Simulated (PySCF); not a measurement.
C₂H₈InN, SMILES [CH3][In]([CH3])[NH2].

Geometry: B3LYP-D3(BJ)/def2-SVP. The structure was generated by enumeration; whether it is a known compound was not checked. The def2 effective core potentials stand for the cores of In; spin–orbit coupling is left out. The values are those of a single conformer.

Computed with PySCF with HF/def2-TZVP.

Symmetry labels are those of the subgroup C2v that the program uses (full group C2v).

List the valence orbital energies around the gap with their symmetry. (The exact figures need the calculation; the answer reports its results.)


```csv
orbital,symmetry,energy (eV)
HOMO−7,A1,-14.83
HOMO−6,B2,-14.68
HOMO−5,B1,-14.60
HOMO−4,A2,-14.54
HOMO−3,A1,-14.50
HOMO−2,A1,-11.17
HOMO−1,B1,-9.88
HOMO,B2,-9.80
LUMO,B2,1.75
LUMO+1,A1,2.38
LUMO+2,B1,2.55
LUMO+3,A1,2.59
```
